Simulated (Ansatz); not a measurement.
Energy needed to pull apart C2H3NSi (SMILES CC1=[Si]=N1), singlet, into free ground-state atoms, from the structure below (displaced at random from a GFN2-xTB minimum); no zero-point or spin–orbit terms; open-shell atoms are treated unrestricted, in their ground-state multiplicity.

```tsv
atom	x (Å)	y (Å)	z (Å)
C1	-0.1692	0.6978	-0.0480
C2	0.1221	-0.6480	0.0706
Si3	0.0622	-2.4578	-0.1033
N4	1.0484	-1.2477	0.8786
H5	0.6077	1.4202	0.5865
H6	-0.0740	1.1097	-1.1643
H7	-1.2699	0.8725	0.0834
```

Program: Ansatz 0.2.0. Basis: def2-TZVPP. Cores are frozen in the correlated methods.

| method | atomization energy (kcal/mol) |
| --- | --- |
| PBE-D4 | 678.3 |
| BLYP-D4 | ? |
| r2SCAN-D4 | ? |
| PBE0-D4 | 654.8 |
| r2SCANh-D4 | 642.5 |
| wB97M-V | 653.8 |
| HF | 428.6 |
| MP2 | 643.3 |
| CCSD | 609.4 |
| CCSD(T) | 626.3 |

Problem. What does BLYP-D4 give? (To be estimated.)

Solution. By the calculation: 659.3 kcal/mol, which is about 32.9 kcal/mol more than CCSD(T)/def2-TZVPP.

Problem. What does r2SCAN-D4 give? (An estimate is asked for; the value comes from the calculation.)

Solution. The calculation gives: 649.8 kcal/mol, which is about 23.4 kcal/mol more than CCSD(T)/def2-TZVPP.

In triple zeta the MP2 and coupled-cluster atomization energies are still short of their basis limit by a few kcal/mol a bond, whereas those of the functionals are nearly converged, so these differences are not deviations from converged CCSD(T).

T1 diagnostic: at most 0.018.

For scale, one of the runs: CCSD(T)/def2-TZVPP forces, 177 basis functions (an equivalent command: `ansatz run in.yaml --threads 4`). Time: 2.6 min of wall clock on 4 CPU threads; the host was shared. Peak host memory: 3.1 GiB.
